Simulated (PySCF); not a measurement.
**Assigning NMR signals**

Atom-mapped SMILES (the numbers label the heavy atoms): `[CH3:1][C:2](=[O:3])[c:4]1[n:5][n:6]([CH3:7])[n:8][c:9]1[SiH3:10]`. Hydrogens are named by the atom that carries them.

- geometry: GFN2-xTB
- shielding tensors at PBE0/pcSseg-1 (GIAO)
- run in PySCF
- single conformer, relativity neglected, in vacuum, averaged over atoms made equivalent by symmetry, fast rotation or ring inversion

References, each an isolated molecule treated in the same way: $^{13}$C (σref 186.93), $^{1}$H (σref 31.72) against TMS.

(1) Assign these signals to the numbered atoms. $^{13}$C{$^{1}$H} NMR (computed): δ 199.3 (C), 158.6 (C), 152.6 (C), 41.7 (CH3), 29.1 (CH3).

(2) Assign these signals to the numbered atoms. $^{1}$H NMR (500 MHz, computed): δ 4.61 (s, 3H), 4.37 (s, 3H), 2.72 (s, 3H).

Results:

(1) 
199.3 → C2, ketone carbonyl carbon: the double bond to the heteroatom, with no lone-pair donor beside it, deshields it most
158.6 → C4, substituted aromatic carbon next to a ring nitrogen
152.6 → C9, substituted aromatic carbon next to a ring nitrogen
41.7 → C7, methyl carbon bonded to N: deshielded by the electronegative neighbour
29.1 → C1, methyl carbon α to a carbonyl: the adjacent C=O deshields it moderately

(2) 
```tsv
δ (ppm)	atoms	environment	reason
4.61	H(Si10)	hydrogen on a silicon bonded to C	–
4.37	H(C7)	hydrogen on a methyl carbon bonded to N	its carbon carries N, which withdraws density
2.72	H(C1)	hydrogen on a methyl carbon α to a carbonyl	α to C=O
```

Shifts are as computed. Against solution values, carbons near 30 ppm lie about +3 ppm off and those near 130 ppm about +5 ppm. Of 1211 compounds with measured shifts, 218 miss one by over three times the rms of a fit or turn the order of signals round; such compounds aren't used in these exercises. No couplings were computed; multiplicities are counted from neighbouring protons, with m where these are inequivalent, close in shift, in a saturated or five-membered ring or joined by F or P, and br s for small geminal =CH2 splittings.
